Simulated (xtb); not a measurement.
Br2Zn (SMILES [Br][Zn][Br]), singlet, at a GFN2-xTB geometry (such geometries of metal compounds can be far from the true shape), atoms displaced at random by about 0.1 Å a coordinate; GFN2-xTB run with xtb.

Here is a job for xtb.
```
$ xtb mol.xyz --gfn 2 --opt crude --json

# file mol.xyz
3

Zn    -0.03120755    -0.00402069    -0.14061826
Br    -0.15385351     1.80373496    -1.47455176
Br     0.23099851    -1.87885852     1.49592838
```

Q: Predict the main parts of the log of this xtb run.

A: 
```
   ID    Z sym.   atoms
    1   30 Zn     1
    2   35 Br     2, 3

           -------------------------------------------------
          |                Calculation Setup                |
           -------------------------------------------------

           -------------------------------------------------
          |                 G F N 2 - x T B                 |
           -------------------------------------------------

          ...................................................
          :                      SETUP                      :
          :.................................................:
          :  # basis functions                  24          :
          :  # atomic orbitals                  22          :
          :  # shells                            8          :
          :  # electrons                        16          :
          :  max. iterations                   250          :
          :  Hamiltonian                  GFN2-xTB          :
          :  restarted?                      false          :
          :  GBSA solvation                  false          :
          :  PC potential                    false          :
          :  electronic temp.          300.0000000     K    :
          :  accuracy                    1.0000000          :
          :  -> integral cutoff          0.2500000E+02      :
          :  -> integral neglect         0.1000000E-07      :
          :  -> SCF convergence          0.1000000E-05 Eh   :
          :  -> wf. convergence          0.1000000E-03 e    :
          :  Broyden damping             0.4000000          :
          :  net charge                          0          :
          :  unpaired electrons                  0          :
          ...................................................

 iter      E             dE          RMSdq      gap      omega  full diag
   1     -8.7720780 -0.877208E+01  0.191E+01    3.97       0.0  T
   2     -8.7602152  0.118628E-01  0.817E+00    4.26       1.0  T
   3     -8.6348952  0.125320E+00  0.941E+00    2.86       1.0  T
   4     -8.7729355 -0.138040E+00  0.437E+00    3.31       1.0  T
   5     -8.7974245 -0.244890E-01  0.146E+00    3.53       1.0  T
   6     -8.7976504 -0.225916E-03  0.978E-01    3.68       1.0  T
   7     -8.7980769 -0.426453E-03  0.548E-01    3.56       1.0  T
   8     -8.7984702 -0.393301E-03  0.683E-02    3.61       1.0  T
   9     -8.7984714 -0.123946E-05  0.260E-02    3.61       2.2  T
  10     -8.7984714 -0.115914E-07  0.233E-02    3.61       2.5  T
  11     -8.7984719 -0.458874E-06  0.164E-02    3.61       3.5  T
  12     -8.7984720 -0.106435E-06  0.729E-03    3.61       7.9  T
  13     -8.7984720 -0.151217E-07  0.333E-03    3.61      17.3  T
  14     -8.7984720 -0.102275E-07  0.325E-04    3.61     177.4  T
  15     -8.7984720 -0.603375E-10  0.306E-04    3.61     188.8  T

   *** convergence criteria satisfied after 15 iterations ***

         :::::::::::::::::::::::::::::::::::::::::::::::::::::
         ::                     SUMMARY                     ::
         :::::::::::::::::::::::::::::::::::::::::::::::::::::
         :: total energy              -8.794305175281 Eh    ::
         :: gradient norm              0.027999211058 Eh/a0 ::
         :: HOMO-LUMO gap              3.608745972156 eV    ::
         ::.................................................::
         :: SCC energy                -8.798472221478 Eh    ::
         :: -> isotropic ES            0.055160850349 Eh    ::
         :: -> anisotropic ES          0.004934747130 Eh    ::
         :: -> anisotropic XC         -0.014810863639 Eh    ::
         :: -> dispersion             -0.001925275965 Eh    ::
         :: repulsion energy           0.004167046197 Eh    ::
         :: add. restraining           0.000000000000 Eh    ::
         :: total charge              -0.000000000000 e     ::
         :::::::::::::::::::::::::::::::::::::::::::::::::::::

[...]
 * total energy  :    -8.7943052 Eh     change       -0.7051071E-10 Eh
 * total energy  :    -8.7983055 Eh     change       -0.4000353E-02 Eh
 * total energy  :    -8.7986069 Eh     change       -0.3013903E-03 Eh
   *** GEOMETRY OPTIMIZATION CONVERGED AFTER 3 ITERATIONS ***
         :: total energy              -8.798606918740 Eh    ::
[...]
         :::::::::::::::::::::::::::::::::::::::::::::::::::::

           -------------------------------------------------
          |                Property Printout                |
           -------------------------------------------------

    * Orbital Energies and Occupations

         #    Occupation            Energy/Eh            Energy/eV
      -------------------------------------------------------------
         1        2.0000           -0.8664257             -23.5766
         2        2.0000           -0.8617885             -23.4505
         3        2.0000           -0.5560676             -15.1314
         4        2.0000           -0.4692907             -12.7701
         5        2.0000           -0.4615210             -12.5586
         6        2.0000           -0.4614901             -12.5578
         7        2.0000           -0.4483343             -12.1998
         8        2.0000           -0.4483271             -12.1996 (HOMO)
         9                         -0.2777706              -7.5585 (LUMO)
        10                         -0.1218282              -3.3151
        11                         -0.1195183              -3.2523
        12                         -0.0009283              -0.0253
        13                          0.0026646               0.0725
        14                          0.0026741               0.0728
        15                          0.0125494               0.3415
        16                          0.0125494               0.3415
        17                          0.0155736               0.4238
        18                          0.0155736               0.4238
        19                          0.0271867               0.7398
       ...                                ...                  ...
        22                          2.1616377              58.8212
      -------------------------------------------------------------
                  HL-Gap            0.1705564 Eh            4.6411 eV
             Fermi-level           -0.3630489 Eh           -9.8791 eV

     #   Z          covCN         q      C6AA      α(0)
     1  30 Zn       1.588     0.286   121.745    21.554
     2  35 Br       0.795    -0.138   188.460    22.133
     3  35 Br       0.793    -0.148   188.722    22.148

 Mol. C6AA /au·bohr⁶  :       1472.810388
 Mol. C8AA /au·bohr⁸  :      99088.327283
 Mol. α(0) /au        :         65.835345

Wiberg/Mayer (AO) data.
largest (>0.10) Wiberg bond orders for each atom

 ---------------------------------------------------------------------------
     #   Z sym  total        # sym  WBO       # sym  WBO       # sym  WBO
 ---------------------------------------------------------------------------
     1  30 Zn   2.038 --     2 Br   1.028     3 Br   1.011
     2  35 Br   1.282 --     1 Zn   1.028     3 Br   0.255
     3  35 Br   1.265 --     1 Zn   1.011     2 Br   0.255
 ---------------------------------------------------------------------------

Topologies differ in total number of bonds
Writing topology from bond orders to xtbtopo.mol

molecular dipole:
                 x           y           z       tot (Debye)
 q only:       -0.030       0.010      -0.063
   full:       -0.085      -0.066      -0.120       0.410
molecular quadrupole (traceless):
                xx          xy          yy          xz          yz          zz
 q only:        2.631       0.508      -2.179      -0.404       3.921      -0.452
  q+dip:       11.061       2.114      -9.148      -1.696      16.458      -1.913
   full:       11.621       2.220      -9.612      -1.781      17.289      -2.010

optimized geometry written to: xtbopt.xyz

           -------------------------------------------------
          | TOTAL ENERGY               -8.798606918740 Eh   |
          | GRADIENT NORM               0.005029615163 Eh/α |
          | HOMO-LUMO GAP               4.641076836018 eV   |
           -------------------------------------------------

normal termination of xtb
```
